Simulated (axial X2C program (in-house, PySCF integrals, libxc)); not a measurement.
What spin–orbit coupling does to TeN⁻

Calculated with an in-house relativistic program for diatomic molecules. Spin-free means the one-electron spin-free X2C Hamiltonian; two-component (2c) means X2C with spin–orbit coupling and atomic mean-field two-electron Coulomb and Gaunt terms, so the difference of the two also holds small scalar two-electron terms. Basis: Te dyall-acv3z [12s13p9d5f1g], N dyall-av3z [7s7p3d2f] (cores contracted in-house); Gaussian nuclei, density fitting, unrestricted open shells. Masses: Te 129.906 u, N 14.003 u.

Spin-free state: M_S = 1, Λ = 0 (beyond evenly filled blocks: π+α, π-α); fragments Te- + N.

```csv
level,Re (Å),ωe (cm⁻¹),De (eV),μ (D)
PBE0,1.944,663.0,2.816,-2.91
B97-3,1.950,659.2,2.776,-3.03
```

Dipoles are positive if N is the positive end and refer to the centre of mass.

Two-component determinant lowest at the distance of the search:

Ω = 1 (⟨Sz⟩ = 1.00, ⟨Lz⟩ = 0.00 at PBE0); fragments Te- + N.

| level | Re (Å) | ωe (cm⁻¹) | De (eV) | μ (D) |
| --- | --- | --- | --- | --- |
| PBE0 | 1.946 | 657.9 | 2.663 | -2.92 |
| B97-3 | 1.952 | 653.9 | 2.602 | -3.04 |

**Question.** From the two tables, how do the constants change at the PBE0 level (2c against spin-free)?

**Answer.** At the PBE0 level Re rises by 0.002 Å and ωe drops by 5.1 cm⁻¹; De changes by -0.153 eV.

The state is one determinant whose occupation by symmetry is held fixed; it was picked as the lowest of a PBE0 search that is not exhaustive. Dissociation energies refer to the lowest single-determinant-based atoms at the same level and basis. Density functionals use the spin component along the axis (collinear). Other states lie close and PBE0, whose exact exchange favours high spin, may order them wrongly; the determinant shown need not be the ground state. The nearest other spin-free determinant of the search, M_S = 0, Λ = 2, lies 0.92 eV up at the distance of the search. The functionals have no current-density term, which raises determinants with orbital currents, atoms included. With several unpaired electrons one determinant need not be a pure state. Open-shell Ω = 0 determinants with evenly filled partner blocks cannot be reached by this program, so the Ω shown need not be the lowest component. This is the Ω = 1 component of a π² triplet; the 0⁺ component is not one determinant and can lie lowest. The highest occupied level of some functionals is positive through self-interaction error; at Hartree–Fock it is bound.
